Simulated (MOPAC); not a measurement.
A run for MOPAC: AM1 on GaN, 2S+1 = 3, a spin state set in the input, which need not be the lowest, a point of a bond scan (R = 1.857 Å).

```
AM1 1SCF PRECISE CHARGE=0 UHF MS=1 THREADS=1
GaN

N      0.00000000 1     0.00000000 1     0.00000000 1
Ga     0.00000000 1     0.00000000 1     1.85687600 1
```

It printed:

```
*******************************************************************************
 **                                                                           **
 **                              MOPAC v23.2.5                                **
 **                                                                           **
 *******************************************************************************
 ** MOPAC's Digital Object Identifier: https://doi.org/10.5281/zenodo.6511958 **
 **                                                                           **
 ** Please cite the open-source release paper for use of this MOPAC version:  **
 ** J. E. Moussa and J. J. P. Stewart (2026)                                  **
 ** MOPAC: An open-source semiempirical molecular orbital program             **
 ** J. Open Source Softw., 11(119), 8025, https://doi.org/10.21105/joss.08025 **
 *******************************************************************************

                              AM1 CALCULATION RESULTS

 *******************************************************************************
 *  AM1        - The AM1 Hamiltonian to be used
 *  UHF        - UNRESTRICTED HARTREE-FOCK CALCULATION
 *
 *
 *
 *                 CHARGE ON SYSTEM = 0
 *
 *
 *
 *  MS=        - IN MECI, MAGNETIC COMPONENT OF SPIN =  1.0
 *  PRECISE    - TIGHTER CRITERIA TO BE USED
 *  1SCF       - DO 1 SCF AND THEN STOP
 *  THREADS=1  - MULTI-THREADING NOT USED
 *  T=         - A TIME OF 172800.0 SECONDS REQUESTED
 *  DUMP=N     - RESTART FILE WRITTEN EVERY 7200.0 SECONDS REQUESTED
 *******************************************************************************
AM1 1SCF PRECISE CHARGE=0 UHF MS=1 THREADS=1
 GaN

   ATOM   CHEMICAL          X               Y               Z
  NUMBER   SYMBOL      (ANGSTROMS)     (ANGSTROMS)     (ANGSTROMS)

     1       N          0.00000000  *   0.00000000  *   0.00000000  *
     2      Ga          0.00000000  *   0.00000000  *   1.85687600  *



          CARTESIAN COORDINATES

    NO.       ATOM           X           Y           Z

     1         N          0.0000      0.0000      0.0000
     2        Ga          0.0000      0.0000      1.8569

  N: (AM1): M.J.S. DEWAR ET AL, J. AM. CHEM. SOC. 107 3902-3909 (1985)
 Ga: (AM1): J. J. P. STEWART, J. MOL. MOD., 10, 155-164 (2004)

           Empirical Formula: N Ga  =     2 atoms



      MOLECULAR POINT GROUP   :   C*v


          UHF CALCULATION, NO. OF ALPHA ELECTRONS =    5
                           NO. OF BETA  ELECTRONS =    3

 -------------------------------------------------------------------------------
 AM1 1SCF PRECISE CHARGE=0 UHF MS=1 THREADS=1
 GaN



     1SCF WAS SPECIFIED, SO BFGS WAS NOT USED
     SCF FIELD WAS ACHIEVED


                              AM1 CALCULATION
                                                       MOPAC v23.2.5 Linux




          FINAL HEAT OF FORMATION =         94.44979 KCAL/MOL =     395.17792 KJ/MOL


          COSMO AREA              =         75.14 SQUARE ANGSTROMS
          COSMO VOLUME            =         58.22 CUBIC ANGSTROMS

          IONIZATION POTENTIAL    =         10.427908 EV
          ALPHA SOMO LUMO (EV)    =        -11.297 -2.513
          BETA  SOMO LUMO (EV)    =        -10.428 -1.787
          NO. OF ALPHA ELECTRONS  =          5
          NO. OF BETA  ELECTRONS  =          3
          MOLECULAR WEIGHT        =         83.7417         POINT GROUP:  C*v

          MOLECULAR DIMENSIONS (Angstroms)

            Atom       Atom       Distance
           Ga     2    N     1     1.85688
           Ga     2    N     1     0.00000
            N     1   Ga     2     0.00000


          SCF CALCULATIONS        =          1





   ATOM   CHEMICAL          X               Y               Z
  NUMBER   SYMBOL      (ANGSTROMS)     (ANGSTROMS)     (ANGSTROMS)

     1       N          0.00000000  *   0.00000000  *   0.00000000  *
     2      Ga          0.00000000  *   0.00000000  *   1.85687600  *

                             CARTESIAN COORDINATES

   1    N        0.000000000     0.000000000     0.000000000
   2   Ga        0.000000000     0.000000000     1.856876000


           Empirical Formula: N Ga  =     2 atoms



      MOLECULAR POINT GROUP   :   C*v


          ALPHA EIGENVALUES
 -31.77461 -15.22411 -14.93545 -14.29625 -11.29723  -2.51326  -0.40049   2.60361


           BETA EIGENVALUES
 -23.91158 -11.97155 -10.42791  -1.78692  -0.49121  -0.09954   1.04330   2.67478


              NET ATOMIC CHARGES AND DIPOLE CONTRIBUTIONS

  ATOM NO.   TYPE          CHARGE      No. of ELECS.   s-Pop       p-Pop
    1          N           0.039841        4.9602     1.83569     3.12447
    2         Ga          -0.039841        3.0398     0.01063     3.02921
 DIPOLE           X         Y         Z       TOTAL
 POINT-CHG.     0.000     0.000    -0.355     0.355
 HYBRID         0.000     0.000    -0.057     0.057
 SUM            0.000     0.000    -0.412     0.412


          ATOMIC ORBITAL ELECTRON POPULATIONS

     Atom    s        px        py        pz
    1  N   1.83569   1.07802   1.11068   0.93577
    2 Ga   0.01063   1.92198   0.88932   0.21791


                    (SZ)    =    1.000000
                    (S**2)  =    2.555695


          ATOMIC ORBITAL SPIN POPULATIONS

    Atom   Total    s     px     py     pz
         Atomic
    1  N  2.6394  0.070  0.922  0.731  0.916
    2 Ga -0.6394  0.007  0.078 -0.731  0.006

 **********************
 *                    *
 * JOB ENDED NORMALLY *
 *                    *
 **********************




 == MOPAC DONE ==
```

The run finished. Its determinant has ⟨S²⟩ = 2.56, a mixture of spin states.

Cost: very roughly 0.020 core-seconds.
